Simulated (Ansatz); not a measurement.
Cl2FH3Si2 (`F[SiH](Cl)[SiH2]Cl`) at its PBE0-D4/def2-TZVP geometry, where that method's forces vanish. The species carries charge 0 and has multiplicity 1.

```csv
atom,x (Å),y (Å),z (Å)
F1,-1.5687,-0.9651,-1.3017
Si2,-0.1715,-1.0123,-0.5360
Cl3,1.3156,-1.2405,-1.9244
Si4,0.1983,1.0195,0.5672
Cl5,-1.2314,1.2442,2.0306
H6,-0.1770,-2.2089,0.3347
H7,1.5351,1.0076,1.2100
H8,0.0996,2.1555,-0.3805
```

(1) For each bond, give half the difference of the two atoms' forces along it (eV/Å; positive pushes the atoms apart) under PBE-D4, r2SCAN-D4, B3LYP-D4, ωB97M-V in def2-TZVPP. (Estimate.)

## Answers

(1) Ansatz gave: 
```tsv
bond	length (Å)	PBE-D4	r2SCAN-D4	B3LYP-D4	ωB97M-V
F1–Si2	1.594	0.56	0.06	0.19	0.18
Si2–Cl3	2.047	0.15	0.05	0.20	0.07
Si2–Si4	2.341	-0.19	-0.02	-0.01	-0.06
Si2–H6	1.480	0.03	-0.03	-0.16	-0.19
Si4–Cl5	2.058	0.20	0.06	0.24	0.13
Si4–H7	1.483	0.08	-0.02	-0.11	-0.13
Si4–H8	1.483	0.09	-0.01	-0.12	-0.14
```

B3LYP here is the variant with VWN-RPA as its local correlation; programs differ in this.
